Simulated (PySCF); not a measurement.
## F²⁺: ionisation energy

F²⁺ [He] 2s2 2p3 (4S) → F³⁺ [He] 2s2 2p2 (3P), as a difference of total energies. All numbers are calculated (PySCF 2.14, scalar relativity by spin-free X2C-1e, in aug-cc-pCVTZ-DK (7s6p4d2f, 59 functions)). Correlated levels: valence: 1s2 frozen; valence and next inner shell: nothing frozen. The calculations carry no spin-orbit coupling.

| method | ionisation energy (eV) |
| --- | --- |
| UHF | 62.224 |
| LDA | 63.150 |
| PBE | 62.827 |
| PBE0 | 62.904 |
| r2SCAN | 63.145 |
| BHandHLYP | 62.788 |
| B3LYP | 62.918 |
| M06-2X | 62.663 |
| TPSS | 62.829 |
| SCS-MP2 (valence) | 62.553 |
| SCS-MP2 (valence and next inner shell) | 62.588 |

Question: Estimate what MP2 (valence) gives.

Answer: 62.821 eV, closest to PBE among the rows shown.

Question: Estimate what MP2 (valence and next inner shell) gives.

Answer: 62.868 eV, closest to PBE0 among the rows shown.

A first-order spin-orbit estimate (lowest level to lowest level, LS coupling) adds -0.053 eV.

Errors of the correlated levels include the incompleteness of this basis and the frozen core.

For comparison: 62.708 eV (semi-empirical (NIST evaluation); NIST Atomic Spectra Database, ionization energies).
